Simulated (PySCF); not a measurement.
# Core-level binding energies of `C[Si@H](O)[SiH2]S`

Species: CH8OSSi2.
Atom-mapped SMILES: `[CH3:1][Si@H:2]([OH:3])[SiH2:4][SH:5]`

Computed, not measured: delta-SCF UKS SCAN, pcX-2 on the ionised atom, pcseg-1 elsewhere, spin-free X2C in PySCF 2.14.0. Vertical ΔSCF values, vacuum level as zero.

Question: Give the core binding energies atom by atom.

Answer: 
| atom(s) | environment | level | binding energy (eV) | 2p1/2 (eV) | above the level's lowest (eV) | count |
| --- | --- | --- | --- | --- | --- | --- |
| S5 | sulfur bonded to Si and H | S 1s | 2476.72 | – | 0.00 | 1 |
| Si2 | oxygen-bound silicon | Si 1s | 1846.81 | – | +0.39 | 1 |
| Si4 | SiH2 silicon | Si 1s | 1846.42 | – | 0.00 | 1 |
| O3 | silanol oxygen | O 1s | 538.55 | – | 0.00 | 1 |
| C1 | Si-methyl carbon | C 1s | 290.31 | – | 0.00 | 1 |
| Si2 | oxygen-bound silicon | Si 2p3/2 | 106.97 | 107.60 | +0.26 | 1 |
| Si4 | SiH2 silicon | Si 2p3/2 | 106.71 | 107.34 | 0.00 | 1 |

Lowest listed Si 1s: Si4, bonded to S, 2 H and Si. Highest, 0.39 eV above it: Si2, bonded to O, C, H and Si. Summing the Pauling electronegativity differences to the bonded atoms, each weighted by its formal bond order, gives +1.28 for the lowest site and +2.49 for the highest.

The listed Si 2p3/2 values span 0.26 eV, from Si4 (bonded to S, 2 H and Si) to Si2 (bonded to O, C, H and Si). Summing the Pauling electronegativity differences to the bonded atoms, each weighted by its formal bond order, gives +1.28 for the lowest site and +2.49 for the highest.

Question: Give the binding energy of Si 2p3/2 of Si4 in hartree and in kJ/mol.

Answer: 106.71 eV = 3.9215 Eh = 10296 kJ/mol.

Question: What is the longest wavelength that can ionise Si 2p3/2 of Si4 vertically?

Answer: λ = hc/E = 12398.42 eV Å / 106.71 eV = 116.188 Å.

Not every level is listed. Spin–orbit coupling isn't in the SCF: each 2p doublet comes from a relaxed spin-free hole plus a matrix of the shell (mean-field spin–orbit coupling and the ground-state 2p splitting), with 2p3/2 averaged over its two sublevels. 2p1/2 minus 2p3/2 (ligand field included): Si 0.63 eV. Geometry: GFN2-xTB, one conformer, isolated molecule.

Time: 67 s of wall time; peak memory 0.49 GiB. Hardware: an Arm Neoverse V1 with one thread, no GPU, shared host with 32 logical CPUs at a one-minute load of 27.

Shape of the structure used: `[CH3:1][Si@H:2]([OH:3])[SiH2:4][SH:5]`: C1–Si2–Si4–S5 -61°, H–O3–Si2–C1 54°, H–S5–Si4–Si2 54°.
